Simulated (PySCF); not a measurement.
Bond curve of BaSe

Set-up: basis Ba x2c-TZVPPall, Se x2c-TZVPPall; spin-free X2C with a Gaussian nucleus; PySCF 2.14. Energies in eV from Ba + Se in their ground configurations at the same level. State: ¹Σ⁺ (singlet), closed shell.

Curves on a restricted Hartree–Fock reference rise too fast on stretching and do not dissociate correctly.

```
R (Å)  ωB97X-V  RHF-CCSD(T)  r²SCAN
2.276   -2.759               -3.259
2.381   -3.480       -2.948  -3.987
2.487   -3.876       -3.358  -4.393
2.567   -4.015       -3.514  -4.541
2.646   -4.048       -3.573  -4.587
2.725   -4.000       -3.556  -4.555
2.831   -3.841       -3.447  -4.420
2.963   -3.538       -3.217  -4.153
3.122   -3.083       -2.866  -3.749
3.334   -2.415               -3.153
```

Q: Put a parabola through the three lowest points of the ωB97X-V curve and estimate Re, k and ωe (reduced mass 50.6 u; 1 eV/Å² = 0.16022 mdyn/Å; ωe = 1302.8·√(k/μ) cm⁻¹).

A: Through R = 2.567, 2.646, 2.725 Å the second-order coefficient is 6.49 eV/Å², so Re ≈ 2.639 Å, k ≈ 2.08 mdyn/Å and ωe ≈ 264 cm⁻¹. A polynomial fit of higher order to the unrounded ωB97X-V energies gives Re = 2.636 Å, k = 2.13 mdyn/Å, ωe = 267 cm⁻¹; anharmonicity and rounding make the difference.

The higher-order fit for each curve: ωB97X-V: Re = 2.636 Å, ωe = 267 cm⁻¹, De = 4.05 eV; RHF-CCSD(T): Re = 2.665 Å, ωe = 245 cm⁻¹, De = 3.58 eV; r²SCAN: Re = 2.649 Å, ωe = 257 cm⁻¹, De = 4.59 eV.

Correlated steps freeze 27 core orbitals. These are scalar-relativistic numbers at best; spin–orbit coupling would shift them, the dissociation energy most. Where the molecule has an RHF reference, its open-shell atoms are computed with UHF.
